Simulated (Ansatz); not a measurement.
Program: Ansatz. Geometries: PBE0-D4/def2-TZVP. ΔE: electronic, gas phase. CBS: MP2 limit from def2 TZ/QZ plus the TZ coupled-cluster correction, frozen cores. Functionals use def2-TZVPP. One conformer a species, not always the lowest.

Consider the formal exchange of groups at a B–C bond: `CBC(O)F` + `N[SiH]1C=N1` → `CB[Si]1(N)C=N1` + `OCF`.

`CBC(O)F`:

Cartesian coordinates in Å:
```
C -0.454 -1.542 -0.501
B -0.581 -0.008 -0.345
C 0.529 0.857 0.399
O -0.045 1.884 1.108
F 1.307 1.369 -0.663
H 0.124 -1.674 -1.432
H 0.117 -2.042 0.285
H -1.401 -2.059 -0.666
H -1.459 0.615 -0.865
H 1.245 0.295 1.014
H 0.618 2.305 1.665
```

`N[SiH]1C=N1`:

Cartesian coordinates in Å:
```
N -0.588 -1.254 -0.521
Si 0.415 -0.141 0.269
C 0.356 1.602 0.019
N -0.212 1.274 1.130
H -1.433 -0.990 -0.999
H -0.546 -2.237 -0.314
H 1.575 -0.857 0.827
H 0.433 2.605 -0.412
```

`CB[Si]1(N)C=N1`:

Z-matrix (Å, degrees):
```
C
B 1 1.554
H 1 1.091 2 116.1
H 1 1.103 2 105.0 3 118.0
H 1 1.094 2 113.2 3 -128.2
Si 2 1.976 1 125.0 3 -16.3
H 2 1.199 1 119.5 3 165.2
C 6 1.794 2 120.8 1 154.0
N 6 1.708 2 117.2 1 -5.7
N 6 1.815 2 118.8 1 -158.2
H 8 1.094 6 160.2 2 -90.2
H 9 1.006 6 122.1 2 173.9
H 9 1.006 6 120.7 2 -34.0
```

`OCF`:

Z-matrix (Å, degrees):
```
C
F 1 1.381
O 1 1.370 2 111.1
H 1 1.091 2 107.8 3 -117.4
H 1 1.096 2 106.3 3 123.2
H 3 0.962 1 109.3 2 70.7
```

```
         species  r2SCAN-D4 energy (Eh)
       `CBC(O)F`             -279.69521
   `N[SiH]1C=N1`             -439.44520
`CB[Si]1(N)C=N1`             -504.18339
           `OCF`             -214.96316
```

Work out ΔE.

ΔE = (-504.18339) + (-214.96316) − (-279.69521) − (-439.44520) = -0.00614 Eh = -16.1 kJ/mol. CCSD(T)/CBS gives -6.7 kJ/mol.

Largest T1 diagnostic among the species: 0.018.

The D4 term adds −3.7 kJ/mol with B3LYP and −2.3 kJ/mol with PBE0; it sums over pairs of atoms, weighted by their polarisabilities, and B3LYP, whose exchange is more repulsive, gets the larger term. From PBE to PBE0 (25 % exact exchange), in def2-TZVPP and without D4, ΔE moves by +7.6 kJ/mol. In def2-TZVPP, CCSD(T) changes the Hartree–Fock value by −17.6 kJ/mol (the triples alone add −4.2 kJ/mol) and MP2 by −14.7 kJ/mol.

B3LYP here is the variant with VWN-RPA as its local correlation; programs differ in this.
